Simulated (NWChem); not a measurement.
System: InH$_{3}$; SMILES [InH3]

```xyz
4

In     0.0000     0.0000     0.0000
H      1.2340     1.2340     0.0000
H      0.4517    -1.6856     0.0000
H     -1.6856     0.4517     0.0000
```
Atoms are numbered in this order, from 1.

Computed with NWChem. All runs use the structure optimised with PBE-D3(BJ)/def2-SVP. def2 effective core potentials on In; no spin-orbit coupling. B3LYP is NWChem's, with the RPA form of VWN correlation. Static field.

Problem. Order these by “isotropic polarisability (bohr³)”, lowest first: B3LYP/def2-SVPD; PBE/def2-SVPD; CAM-B3LYP/def2-SVPD; Hartree-Fock/def2-SVPD.

Solution. Hartree-Fock/def2-SVPD (39.1), CAM-B3LYP/def2-SVPD (41.9), B3LYP/def2-SVPD (42.5), PBE/def2-SVPD (43.7)
